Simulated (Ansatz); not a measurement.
Consider the cleavage of the P–Si bond: `P[SiH2]Cl` + `[NH2][ZnH]` → `P[NH][ZnH]` + `[SiH3]Cl`.

Program: Ansatz. Geometries: PBE0-D4/def2-TZVP. ΔE: electronic, gas phase. CCSD(T)/CBS adds triple-zeta CCSD(T) − MP2 to the extrapolated MP2 energy (def2 sets, frozen cores). This one scheme is used for every species. Functionals use def2-TZVPP. For Zn outer-core shells are correlated without core-valence functions, which leaves a few kJ/mol of doubt a bond. Scalar relativity is left out up to krypton. Each species was taken in one conformer, which may not be the lowest.

`P[SiH2]Cl`:

```xyz
7

P     0.604   -0.947   -1.040
Si    0.036    0.527    0.556
Cl    0.345    2.421   -0.185
H    -0.606   -0.749   -1.757
H     0.076   -2.033   -0.285
H     0.925    0.334    1.727
H    -1.381    0.448    0.985
```

`[NH2][ZnH]`:

```xyz
5

N    -0.708    0.188   -0.401
Zn    0.712   -0.218    0.657
H    -1.081   -0.507   -1.031
H    -0.762    1.091   -0.848
H     1.840   -0.554    1.623
```

`P[NH][ZnH]`:

```xyz
7

P     0.963   -0.421    1.158
N    -0.402    0.387    0.553
Zn   -1.004    0.450   -1.171
H     1.973   -0.050    0.219
H     0.833   -1.716    0.569
H    -0.889    0.871    1.289
H    -1.474    0.479   -2.616
```

`[SiH3]Cl`:

Z-matrix (Å, degrees):
```
Si
Cl 1 2.054
H 1 1.481 2 108.5
H 1 1.481 2 108.5 3 -120.0
H 1 1.481 2 108.5 3 120.0
```

| level | ΔE (kcal/mol) |
| --- | --- |
| LDA (SPW92) | 11.1 |
| r2SCAN-D4 | 10.0 |
| ωB97X-V | 7.9 |
| PBE-QIDH | 8.8 |
| BLYP | 8.3 |
| CAM-B3LYP | 6.8 |
| CCSD(T)/def2-SVP | 5.4 |
| SCS-MP2/def2-TZVPP | 6.4 |

Question: What does CCSD(T)/CBS give? (Best estimate.)

Answer: The calculation gave: +8.8 kcal/mol. The listed levels differ from it by 2.3, 1.2, -0.9, 0.0, -0.5, -2.0, -3.4, -2.4 kcal/mol.

Largest T1 diagnostic among the species: 0.016.

From r2SCAN to r2SCAN0 (25 % exact exchange), in def2-TZVPP and without D4, ΔE moves by −0.7 kcal/mol. At CCSD(T), def2-SVP lies −3.4 kcal/mol from the extrapolated value and def2-TZVPP −0.8 kcal/mol. Leaving LDA and LC-ωPBE aside and taking each functional with its dispersion term where it has one, the values, not all of them listed here, spread over 4.8 kcal/mol, from BHLYP-D4 to PBE-D4.
